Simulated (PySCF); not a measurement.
Compound: C3H9BO.
Geometry (PBE0-D3(BJ)/def2-SVP, Å), atoms numbered from 1 in this order:
```xyz
14
C3H9BO angstrom
C     -2.1418    1.3154   -0.0242
B     -1.1144    0.3174    0.6072
O     -0.1550   -0.2313   -0.1630
C      0.8269   -1.1130    0.3379
C      2.1953   -0.4721    0.2938
H     -3.1755    1.0428    0.2447
H     -2.0574    1.3884   -1.1182
H     -1.9793    2.3203    0.4047
H     -1.1449    0.0238    1.7918
H      0.5692   -1.4165    1.3682
H      0.8085   -2.0182   -0.2916
H      2.9625   -1.1792    0.6438
H      2.4486   -0.1656   -0.7320
H      2.2308    0.4202    0.9373
```

Theory: PBE0-D3(BJ)/def2-SVP geometry optimisation, gas phase in PySCF.

Take the most abundant isotopes and a rigid rotor. The values belong to one conformer with, in the numbering `[CH3:1][BH:2][O:3][CH2:4][CH3:5]`, C1–B2–O3–C4 178°, B2–O3–C4–C5 -112°.

**Question.** Give the principal moments of inertia and the rotational constants in GHz.

**Answer.** Ia = 30.63, Ib = 225.45, Ic = 232.63 u·Å²; 505379 MHz·u·Å²/I gives 16501, 2242 and 2172 MHz, that is A = 16.501, B = 2.2416, C = 2.1725 GHz.

**Question.** What kind of rotor is it?

**Answer.** A near-prolate asymmetric top. Ray's parameter κ = (2B − A − C)/(A − C) = -0.990; −1 is the prolate and +1 the oblate limit.

**Question.** What does the inertial defect say?

**Answer.** Not planar: Δ = Ic − Ia − Ib = -23.45 u·Å². For a rigid frame Δ = −2 Σ m c², so Σ m c² = 11.73 u·Å² lies off the ab plane: 7.00 from hydrogen and 4.72 from heavier atoms. The atom farthest from that plane is 1.49 Å away.

**Question.** Give the other two planar moments, Paa and Pbb, and the rms extents of the mass along the axes.

**Answer.** Paa = Σ m a² = (Ib + Ic − Ia)/2 = 213.73 and Pbb = Σ m b² = (Ia + Ic − Ib)/2 = 18.90 u·Å². With the mass M = 72.07 u, the rms extents √(P/M) along a, b and c are 1.72, 0.51, 0.40 Å.

**Question.** List the rotational levels J(Ka,Kc) to J = 3 (cm⁻¹).

**Answer.** Above 0(0,0):
J = 1: 1(0,1) 0.1472, 1(1,1) 0.6229, 1(1,0) 0.6252
J = 2: 2(0,2) 0.4417, 2(1,2) 0.9150, 2(1,1) 0.9220, 2(2,1) 2.3489, 2(2,0) 2.3489
J = 3: 3(0,3) 0.8834, 3(1,3) 1.3533, 3(1,2) 1.3671, 3(2,2) 2.7906, 3(2,1) 2.7906, 3(3,1) 5.1746, 3(3,0) 5.1746

**Question.** Which types of transition are allowed, and where do some lines up to J = 3 fall?

**Answer.** The dipole components are |μa| = 1.11 D, |μb| = 0.20 D, |μc| = 0.28 D. The squared components, which scale the intensities, stand as 1.00 : 0.03 : 0.06 (a : b : c). Some lines, for components of 0.1 D or more:

```json
{"type": "a", "branch": "R", "J(Ka,Kc)": "3(1,3) ← 2(1,2)", "MHz": "13138", "lower level (cm⁻¹)": "0.915"}
{"type": "a", "branch": "R", "J(Ka,Kc)": "3(2,2) ← 2(2,1)", "MHz": "13242", "lower level (cm⁻¹)": "2.349"}
{"type": "a", "branch": "R", "J(Ka,Kc)": "3(2,1) ← 2(2,0)", "MHz": "13243", "lower level (cm⁻¹)": "2.349"}
{"type": "c", "branch": "Q", "J(Ka,Kc)": "3(1,3) ← 3(0,3)", "MHz": "14088", "lower level (cm⁻¹)": "0.883"}
{"type": "b", "branch": "Q", "J(Ka,Kc)": "1(1,0) ← 1(0,1)", "MHz": "14328", "lower level (cm⁻¹)": "0.147"}
{"type": "b", "branch": "R", "J(Ka,Kc)": "2(1,2) ← 1(0,1)", "MHz": "23018", "lower level (cm⁻¹)": "0.147"}
{"type": "c", "branch": "R", "J(Ka,Kc)": "3(1,2) ← 2(0,2)", "MHz": "27744", "lower level (cm⁻¹)": "0.442"}
{"type": "c", "branch": "Q", "J(Ka,Kc)": "3(2,2) ← 3(1,2)", "MHz": "42674", "lower level (cm⁻¹)": "1.367"}
{"type": "b", "branch": "Q", "J(Ka,Kc)": "2(2,0) ← 2(1,1)", "MHz": "42778", "lower level (cm⁻¹)": "0.922"}
{"type": "b", "branch": "Q", "J(Ka,Kc)": "2(2,1) ← 2(1,2)", "MHz": "42985", "lower level (cm⁻¹)": "0.915"}
{"type": "b", "branch": "Q", "J(Ka,Kc)": "3(2,2) ← 3(1,3)", "MHz": "43089", "lower level (cm⁻¹)": "1.353"}
{"type": "b", "branch": "R", "J(Ka,Kc)": "2(2,0) ← 1(1,1)", "MHz": "51745", "lower level (cm⁻¹)": "0.623"}
{"type": "c", "branch": "R", "J(Ka,Kc)": "3(2,1) ← 2(1,1)", "MHz": "56021", "lower level (cm⁻¹)": "0.922"}
{"type": "c", "branch": "R", "J(Ka,Kc)": "3(2,2) ← 2(1,2)", "MHz": "56227", "lower level (cm⁻¹)": "0.915"}
{"type": "b", "branch": "R", "J(Ka,Kc)": "3(2,1) ← 2(1,2)", "MHz": "56229", "lower level (cm⁻¹)": "0.915"}
{"type": "b", "branch": "Q", "J(Ka,Kc)": "3(3,0) ← 3(2,1)", "MHz": "71468", "lower level (cm⁻¹)": "2.791"}
{"type": "b", "branch": "R", "J(Ka,Kc)": "3(3,1) ← 2(2,0)", "MHz": "84711", "lower level (cm⁻¹)": "2.349"}
{"type": "b", "branch": "R", "J(Ka,Kc)": "3(3,0) ← 2(2,1)", "MHz": "84712", "lower level (cm⁻¹)": "2.349"}
```

Whether it is a minimum is left open (no frequencies). Constants of a rigid frame at the computed geometry: no zero-point averaging, no centrifugal distortion. A rigid rotor knows nothing of internal rotation, which can split or shift real lines. Quadrupole hyperfine structure (11B) is left out.

The run took 34 s wall on one thread of an Arm Neoverse V2, no GPU, shared host with 96 logical CPUs at a one-minute load of 26, and the process peaked at 0.48 GiB of memory. These figures are those of the optimisation.
